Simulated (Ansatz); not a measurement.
```yaml
crystal:
  periodic: [false, false, false]
  atoms:
    - {symbol: Hf, position_ang: [0.376090, 0.065492, 0.028771]}
    - {symbol: O, position_ang: [-0.719230, -1.948045, 0.188772]}
    - {symbol: O, position_ang: [-0.681521, 0.709511, -1.456819]}
    - {symbol: O, position_ang: [-0.747717, -1.017367, 1.342540]}
    - {symbol: O, position_ang: [1.164734, 1.476028, 1.067128]}
    - {symbol: H, position_ang: [-1.652846, -1.957603, -0.088980]}
    - {symbol: H, position_ang: [-1.110798, 1.337091, -2.040330]}
    - {symbol: H, position_ang: [1.853103, -0.839057, -0.660357]}
    - {symbol: H, position_ang: [1.518195, 2.173961, 1.619266]}
basis:
  gaussian: {orbitals: def2-mTZVP, fitting: {mean_field: def2-universal-jkfit}}
magnetization: {spin_polarized: true, initial_magnetization: 0}
hamiltonian: {xc: {name: PBE}, pseudopotentials: {relativity: scalar}}
scf: {omitted_lower_state_checks: [starts]}
output: {forces: true}
```

```sh
$ ansatz run in.yaml --threads 4 --pin off --events-out ev --progress --plain --max-ram 3916MiB
```

It prints (some lines left out):

```
Functional definition: PBE
607 factors; integrals over basis functions are off by at most 8.8e-1 eV
mean field evaluation 1: about -9544.6621 eV, gradient 7.4e1 eV
mean field evaluation 2: about -9379.6148 eV, gradient 2.0e2 eV
mean field evaluation 4: about -9561.1140 eV, gradient 2.1e1 eV
mean field evaluation 8: about -9562.6605 eV, gradient 3.5e-1 eV
mean field evaluation 16: about -9562.6601 eV, gradient 7.2e-5 eV
mean field -9562.66009680 eV, -351.4212767538 hartree, gradient 7.2e-5 eV, S^2 0.000000; 0 other end points of the search recorded, 0 dependent functions left out
reference -9562.66014860 eV, -351.4212786572 hartree; 24, 24 occupied and 120, 120 virtual orbitals, 607 factors
Total energy: -9562.66014860 eV, -351.4212786572 hartree
Relativity: scalar
Atom 0 at     0.376090     0.065492     0.028771 Å, force     0.031513     0.207116    -0.003881 eV/Å
Atom 1 at    -0.719230    -1.948045     0.188772 Å, force     0.360430    -0.472772    -0.081797 eV/Å
Atom 2 at    -0.681521     0.709511    -1.456819 Å, force     0.042698    -0.378345     0.018064 eV/Å
Atom 3 at    -0.747717    -1.017367     1.342540 Å, force    -0.088424     0.116490     0.393296 eV/Å
Atom 4 at     1.164734     1.476028     1.067128 Å, force    -0.053034    -0.223516    -0.194148 eV/Å
Atom 5 at    -1.652846    -1.957603    -0.088980 Å, force    -0.386241     0.092734    -0.164489 eV/Å
Atom 6 at    -1.110798     1.337091    -2.040330 Å, force    -0.155902     0.384634    -0.204012 eV/Å
Atom 7 at     1.853103    -0.839057    -0.660357 Å, force     0.096286    -0.067497    -0.046509 eV/Å
Atom 8 at     1.518195     2.173961     1.619266 Å, force     0.152675     0.341157     0.283478 eV/Å
Dipole moment:    -0.454702     0.448747    -0.117679 e Å
Checks for a lower state left out: starts
```

It took 2 s on 4 threads of Arm Neoverse V2 on a shared host.

In the def2 sets Hf takes a core potential; there is no spin–orbit coupling.
